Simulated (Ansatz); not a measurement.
One change: `[CH3][Al]([CH3])[TeH]` becomes `[CH3][Al]([CH3])[NH2]`.

Ansatz, PBE0-D4/def2-TZVP geometries, multiplicity 1. Each molecule was computed in one conformer, which needn't be the lowest.

Elements past krypton have def2 core potentials.

| property | `[CH3][Al]([CH3])[TeH]` |
| --- | --- |
| LUMO energy (ωB97M-V/def2-TZVPP) / eV | 0.84 |
| HOMO energy (PBE0/def2-TZVPP) / eV | -6.54 |
| LUMO energy (PBE0/def2-TZVPP) / eV | -0.76 |
| size of the dipole moment (ωB97M-V/def2-TZVPP) / D | 1.65 |
| size of the dipole moment (PBE/def2-TZVPP) / D | 1.43 |
| LUMO energy (PBE/def2-TZVPP) / eV | -1.49 |

Problem. Give the same properties after the change, and the shifts. (Best estimate.)

Solution. Ansatz gave: 
| property | `[CH3][Al]([CH3])[NH2]` | shift |
| --- | --- | --- |
| LUMO energy (ωB97M-V/def2-TZVPP) / eV | 1.66 | 0.82 |
| HOMO energy (PBE0/def2-TZVPP) / eV | -7.19 | -0.65 |
| LUMO energy (PBE0/def2-TZVPP) / eV | 0.35 | 1.11 |
| size of the dipole moment (ωB97M-V/def2-TZVPP) / D | 0.62 | -1.03 |
| size of the dipole moment (PBE/def2-TZVPP) / D | 0.66 | -0.77 |
| LUMO energy (PBE/def2-TZVPP) / eV | -0.41 | 1.08 |

With PBE0 the HOMO falls by 0.65 eV and the LUMO rises by 1.11 eV, so the gap widens by about 1.76 eV. PBE moves the HOMO by -0.26 eV and ωB97M-V by -1.04 eV. Dipoles are sizes alone; their direction can turn.

Spin–orbit coupling is left out; it splits and shifts lone-pair levels of the heavy atoms by tenths of an eV.
